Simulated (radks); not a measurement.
Question: Species: Kr III. Configuration: [Ar] 3d10 4s2 4p4 (the NIST ground configuration). Method: scalar-relativistic Kohn-Sham, SCAN, spin-polarised, spherical densities, finite nucleus; open shells are filled with parallel spins first; meta-GGA in the generalised Kohn-Sham scheme; Fermi nuclear charge, rms radius 4.1884 fm; computed with a radial shooting solver on a logarithmic mesh with Libxc functionals. Some entries of the table are withheld. Estimate them.

| orbital | occ. | eigenvalue (hartree) | <1/r> (bohr^-1) |
|---|---|---|---|
| 1s up | 1 | -522.5960 | 36.76 |
| 1s down | 1 | -522.5878 | 36.76 |
| 2s up | 1 | -70.03384 | 8.181 |
| 2s down | 1 | -70.03089 | 8.180 |
| 2p up | 3 | -61.93761 | 7.984 |
| 2p down | 3 | -61.93047 | 7.984 |
| 3s up | 1 | -10.88792 | 2.708 |
| 3s down | 1 | -10.88027 | 2.706 |
| 3p up | 3 | -8.27773 | (1) |
| 3p down | 3 | -8.26803 | (2) |
| 3d up | 5 | (3) | (4) |
| 3d down | 5 | (5) | (6) |
| 4s up | 1 | -1.77315 | 0.8811 |
| 4s down | 1 | -1.67229 | 0.8820 |
| 4p up | 3 | -1.19398 | 0.7603 |
| 4p down | 1 | -1.09716 | 0.7550 |

Answer: 
(1) 3p up <1/r> (bohr^-1): 2.550
(2) 3p down <1/r> (bohr^-1): 2.550
(3) 3d up eigenvalue (hartree): -3.98405
(4) 3d up <1/r> (bohr^-1): 2.272
(5) 3d down eigenvalue (hartree): -3.97055
(6) 3d down <1/r> (bohr^-1): 2.276
